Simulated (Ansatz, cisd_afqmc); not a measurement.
Species: BH₃, charge 0, singlet. BH3 (borane, SMILES B).
B3LYP-D3(BJ)/def2-TZVP minimum from Ansatz (a program for electronic structure):
```xyz
4

B      0.0000     0.0000     0.0000
H     -1.1494    -0.1057    -0.2868
H      0.4289    -0.5640     0.9553
H      0.7205     0.6696    -0.6685
```

Total energies in cc-pVTZ, 6 correlated electrons, 1 frozen orbitals. Radicals and triplets start from unrestricted determinants; spin-orbit coupling is neglected. Correlated methods leave the cores frozen. No relativity. AFQMC is phaseless with a CISD trial state; ± is one standard error, without the phaseless bias. Outlying blocks are dropped, and bars are widened where a walk drifts. Over all cases where full CI ran beside it in this data, AFQMC minus full CI had a median of +0.1 mEh and passed +0.4 mEh in a tenth of the cases.

```csv
method,program,energy (Eh),minus CCSDT(Q) (mEh)
HF,Ansatz,-26.40015,138.03
MP2,Ansatz,-26.51350,24.68
CCSD,Ansatz,-26.53520,2.98
CCSD(T),Ansatz,-26.53772,0.46
CCSDT(Q),Ansatz,-26.53818,0.00
AFQMC/CISD,cisd_afqmc,-26.5382 ± 0.0001,0.0 ± 0.1
```

Rough core times of Ansatz's runs on a shared machine: CCSD(T) under 20 s, CCSDT(Q) 30 s.
